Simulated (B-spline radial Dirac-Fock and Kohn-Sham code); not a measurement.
**Kohn-Sham estimates against Dirac-Fock for the levels of Mg⁺**

System: the Mg⁺ ion in the configuration [Ne] 3s1.

The density-functional columns are spherical, spin-unpolarised Dirac-Kohn-Sham results without Breit or QED terms: −ε is minus the orbital energy of the initial state and ΔSCF the difference of two total energies. The reference in the last column comes from Dirac-Fock ΔSCF + Breit + QED. All numbers are from a radial B-spline solver, in eV; a selection of levels is shown.

| level | PBE −ε | PBE ΔSCF | LDA −ε | LDA ΔSCF | Dirac-Fock |
| --- | --- | --- | --- | --- | --- |
| 2p1/2 | 55.86 | 69.22 | 56.02 | 69.36 | 66.71 |
| 2p3/2 | 55.57 | 68.90 | 55.73 | 69.04 | 66.44 |
| 3s | 11.38 | 15.02 | 11.52 | 15.04 | 14.74 |

Question: Order the estimates of the L2 (2p1/2) level by their distance from the Dirac-Fock value, nearest first.
A. PBE ΔSCF
B. PBE −ε
C. LDA ΔSCF
D. LDA −ε

Answer: A (2.5 eV), C (2.6 eV), D (10.7 eV), B (10.8 eV).

For the outermost level NIST gives 15.03527 eV (measured); the differences from it are PBE −ε -3.66, PBE ΔSCF -0.01, LDA −ε -3.52, LDA ΔSCF +0.01, Dirac-Fock -0.29 eV.

Values without a named source are computed, but for edge energies of neutral atoms, which are taken from tables.
